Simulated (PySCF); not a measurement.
GaH₃OSe₂, SMILES [OH][Ga]([SeH])[SeH]. Atoms are numbered in the order given.

```xyz
7

Ga    -0.5466     0.0040     0.0000
O     -2.3314     0.1252     0.0000
H     -2.8127    -0.7119     0.0000
Se     0.5060    -2.0933     0.0000
H      1.8470    -1.4781     0.0000
Se     0.5148     2.0817     0.0000
H      1.8548     1.4626     0.0000
```
Charge 0, spin multiplicity 1.

Geometry: B3LYP-D3(BJ)/def2-SVP. Other conformers were not sampled.

Vertical ionisation energy (IE) and electron affinity (EA) in eV. Rows of orbital energies are one-electron estimates. Where ΔSCF, EOM or ADC give a negative EA the extra electron is unbound and the value depends on the basis.

| level | IE | EA |
|---|---|---|
| −ε(HOMO), −ε(LUMO), ωB97X/def2-TZVP (PySCF) | 9.53 | -0.69 |
| −ε(HOMO), −ε(LUMO), PBE/def2-TZVP (PySCF) | 6.13 | 2.08 |
